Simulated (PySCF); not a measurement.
## Working out the ionisation energy of Te

Te [Kr] 4d10 5s2 5p4 (3P) → Te⁺ [Kr] 4d10 5s2 5p3 (4S). Calculation: PySCF 2.14, in def2-QZVPPD with the def2 core potential (28 electrons); scalar relativity through the core potential. Frozen: nothing. Energies in hartree (1 hartree = 27.21139 eV):

```csv
part,Te (lower),Te⁺ (upper)
UHF,-267.006952,-266.722714
MP2 opposite-spin,-0.469947,-0.445854
MP2 same-spin,-0.254579,-0.250010
```

Problem. What does Hartree-Fock give?

Solution. (-266.722714) − (-267.006952) = 0.284238 hartree = 7.735 eV.

Problem. What do MP2 and SCS-MP2 (6/5 opposite-spin, 1/3 same-spin) give?

Solution. The opposite-spin parts differ by 0.656 eV and the same-spin parts by 0.124 eV. MP2: 7.735 + (0.656) + (0.124) = 8.515 eV. SCS-MP2: 7.735 + 1.2 × (0.656) + (0.124)/3 = 8.564 eV.

Measured between the centres of the two terms (NIST): 8.749 eV, so MP2 (valence and next inner shell) is off by -0.234 eV.

What remains against the reference includes basis incompleteness and correlation beyond second order.
